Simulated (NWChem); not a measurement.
C₂H₆F₂Si; SMILES C(F)(C)([SiH3])F

```xyz
11

C     -1.3045    -1.1453     0.0000
C      0.0084    -0.3925     0.0000
F      0.7386    -0.7914     1.1106
F      0.7386    -0.7914    -1.1106
Si    -0.0361     1.5323     0.0000
H     -1.0963    -2.2207     0.0000
H     -1.8900    -0.8980     0.8905
H     -1.8900    -0.8980    -0.8905
H      1.3614     2.0256     0.0000
H     -0.7490     2.0058     1.2148
H     -0.7490     2.0058    -1.2148
```
Atoms are numbered in this order, from 1.

Computed with NWChem. Pople sets run with spherical d functions. Coordinates come from a B3LYP/6-31G* (spherical d) optimisation. Vertical excitations in the gas phase; the lowest state need not have the same character in each row.

For level Hartree-Fock/6-31+G*, TDHF:

| Property | Value |
|---|---|
| lowest excitation, singlet (eV) | 9.78 |
| lowest state with f > 0.02, singlet (eV) | 9.80 |
| orbital gap (eV) | 14.11 |

Q: What are these values for level B3LYP/6-31+G*, full TDDFT?

A: 
- lowest excitation, singlet (eV) = 7.44
- lowest state with f > 0.02, singlet (eV) = 7.95
- orbital gap (eV) = 8.30
